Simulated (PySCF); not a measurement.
A structure optimised at B3LYP-D3(BJ)/def2-SVP, used in a PySCF frequency run:

```
C
C 1 1.3471
H 2 1.0938 1 132.74
C 1 1.4859 2 136.59 3 4.56
H 4 1.1002 1 111.64 2 1.86
H 4 1.1033 5 108.48 1 -121.70
H 4 1.1040 5 108.44 6 -115.56
C 1 1.5151 2 92.68 3 -174.13
F 8 1.3816 1 116.18 2 -121.71
H 8 1.1052 9 107.52 1 130.36
C 2 1.5201 3 132.05 1 -177.73
H 11 1.1017 2 115.16 3 -74.21
H 11 1.1036 12 109.20 8 130.42
```
Charge 0, spin multiplicity 1.

Task: Write its SMILES and formula.

Result: CC1=CC[C@@H]1F, C5H7F

Task: What are its rotational constants (standard atomic weights)?

Result: 4.9560, 3.6313, 2.2849 GHz
